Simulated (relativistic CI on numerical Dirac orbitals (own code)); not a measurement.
# Electric-dipole transitions in Ge24+

Method of calculation: Dirac-Coulomb-Breit CI, KLI orbitals optimised for each configuration, model QED, unscaled Slater integrals (own radial code, finite nucleus).

Configuration list (outside the closed core 1s2): 2s2 2p4, 2s 2p5, 2p6, 2p5 3s, 2p5 3p, 2p5 3d, 2s2 2p3 3s, 2s2 2p3 3p, 2s2 2p3 3d, 2s 2p4 3s, 2s 2p4 3p, 2s 2p4 3d, 2s2 2p3 4s, 2s2 2p3 4p, 2s2 2p3 4d, 2s2 2p3 4f. Levels of other configurations are missing.

```csv
λ vac (nm),Lower,Upper,A (s⁻¹),E lower (eV),E upper (eV)
0.79281,2s2 2p4 1D_2 [4],2s 2p4 3p 1F°_3 [127],8.26e+12,41.88,1605.74
0.79938,2s2 2p4 3P_2 [1],2s 2p4 3p 3D°_3 [95],6.75e+12,0.00,1551.00
0.81712,2s2 2p4 3P_1 [3],2s2 2p3 3d 3D°_2 [93],1.78e+13,30.12,1547.45
0.81878,2s 2p5 3P°_2 [6],2s 2p4 3d 3D_3 [187],9.27e+12,164.91,1679.17
0.81904,2s2 2p4 3P_2 [1],2s2 2p3 3d 1F°_3 [75],7.40e+12,0.00,1513.77
0.82083,2s2 2p4 3P_2 [1],2s2 2p3 3d 3S°_1 [73],3.03e+13,0.00,1510.46
0.82085,2s2 2p4 3P_1 [3],2s2 2p3 3d 3P°_1 [88],3.22e+13,30.12,1540.55
0.82113,2s 2p5 3P°_1 [7],2s 2p4 3d 3P_1 [193],2.93e+13,181.58,1691.50
0.82203,2s2 2p4 3P_0 [2],2s2 2p3 3d 3D°_1 [80],4.93e+13,15.76,1524.03
0.82284,2s 2p5 3P°_1 [7],2s 2p4 3d 3D_2 [191],2.69e+13,181.58,1688.37
0.82293,2s2 2p4 3P_2 [1],2s2 2p3 3d 3P°_1 [71],1.26e+13,0.00,1506.62
0.82294,2s2 2p4 3P_2 [1],2s2 2p3 3d 3D°_2 [70],3.45e+13,0.00,1506.60
0.82350,2s2 2p4 1D_2 [4],2s2 2p3 3d 3D°_2 [93],2.67e+13,41.88,1547.45
0.82407,2s2 2p4 3P_2 [1],2s2 2p3 3d 3D°_3 [68],5.14e+13,0.00,1504.54
0.82420,2s2 2p4 1D_2 [4],2s2 2p3 3d 1F°_3 [92],5.54e+13,41.88,1546.18
0.82519,2s 2p5 3P°_2 [6],2s 2p4 3d 1F_3 [178],1.28e+13,164.91,1667.41
0.82651,2s2 2p4 3P_2 [1],2s2 2p3 3d 3P°_2 [64],1.35e+13,0.00,1500.10
0.82699,2s 2p5 3P°_0 [8],2s 2p4 3d 1P_1 [195],2.32e+13,198.71,1697.93
0.82738,2s 2p5 3P°_2 [6],2s 2p4 3d 3P_1 [175],2.50e+13,164.91,1663.43
0.82770,2s 2p5 3P°_2 [6],2s 2p4 3d 3D_3 [174],2.94e+13,164.91,1662.85
0.82774,2s 2p5 3P°_2 [6],2s 2p4 3d 3P_2 [173],4.71e+13,164.91,1662.78
0.82971,2s 2p5 3P°_2 [6],2s 2p4 3d 3S_1 [172],2.92e+13,164.91,1659.22
0.83093,2s 2p5 1P°_1 [9],2s 2p4 3d 3D_1 [200],3.25e+13,230.32,1722.44
0.83211,2s2 2p4 3P_1 [3],2s2 2p3 3d 1D°_2 [79],2.67e+13,30.12,1520.11
0.83873,2s2 2p4 1D_2 [4],2s2 2p3 3d 1D°_2 [79],1.88e+13,41.88,1520.11
0.83889,2s2 2p4 1S_0 [5],2s2 2p3 3d 1P°_1 [97],7.38e+13,80.12,1558.07
0.83934,2s2 2p4 1D_2 [4],2s2 2p3 3d 3F°_3 [78],2.21e+13,41.88,1519.05
0.83971,2s2 2p4 3P_1 [3],2s2 2p3 3d 3P°_1 [71],1.95e+13,30.12,1506.62
0.83973,2s2 2p4 3P_1 [3],2s2 2p3 3d 3D°_2 [70],9.01e+12,30.12,1506.60
0.84051,2s 2p5 3P°_1 [7],2s 2p4 3d 3D_2 [170],2.64e+13,181.58,1656.68
0.84088,2s2 2p4 1D_2 [4],2s2 2p3 3d 3F°_2 [77],1.10e+13,41.88,1516.34
0.84176,2s2 2p4 3P_2 [1],2s2 2p3 3d 3D°_3 [49],2.82e+13,0.00,1472.92
0.84235,2s2 2p4 1D_2 [4],2s2 2p3 3d 1F°_3 [75],2.06e+13,41.88,1513.77
0.84344,2s2 2p4 3P_1 [3],2s2 2p3 3d 3P°_2 [64],2.16e+13,30.12,1500.10
0.84425,2s2 2p4 1D_2 [4],2s2 2p3 3d 3S°_1 [73],1.93e+13,41.88,1510.46
0.84456,2s 2p5 1P°_1 [9],2s 2p4 3d 1D_2 [196],4.21e+13,230.32,1698.36
0.84481,2s 2p5 1P°_1 [9],2s 2p4 3d 1P_1 [195],3.17e+13,230.32,1697.93
0.84503,2s2 2p4 1D_2 [4],2s2 2p3 3d 1D°_2 [72],1.19e+13,41.88,1509.10
0.84620,2s 2p5 3P°_2 [6],2s 2p4 3d 3D_3 [153],3.18e+13,164.91,1630.09
0.84642,2s2 2p4 3P_2 [1],2s2 2p3 3d 3D°_2 [44],1.01e+13,0.00,1464.81
0.84647,2s 2p5 3P°_0 [8],2s 2p4 3d 3P_1 [175],3.00e+13,198.71,1663.43
0.85053,2s2 2p4 3P_0 [2],2s2 2p3 3d 3D°_1 [50],2.07e+13,15.76,1473.49
0.85333,2s 2p5 3P°_1 [7],2s 2p4 3d 3P_2 [157],1.97e+13,181.58,1634.52
0.85801,2s 2p5 3P°_2 [6],2s 2p4 3d 5P_2 [132],1.47e+13,164.91,1609.93
0.85883,2s 2p5 3P°_2 [6],2s 2p4 3d 3F_3 [130],1.33e+13,164.91,1608.56
```

Terms are leading LS components. Brackets give the number of a level in order of energy, since labels repeat. The list gives strong lines, with weight on those to low levels, without lines whose two gauges differ by over a factor of 2.5, among the lowest 200 of 342 levels, so that lines to higher ones, which can be the strongest, are missing. Levels whose partners in the same complex of configurations lie outside the list can be far off, and so can their lines. Rates are taken at the computed energies, electric ones in the length gauge.

At this charge energies of transitions that change n are usually good to better than 1 %, and those within a shell (Δn = 0) to a few per cent.

LS names give the leading component of a level, which can be under half, so a name can repeat, a term be missing and a line seem to break the LS rules.
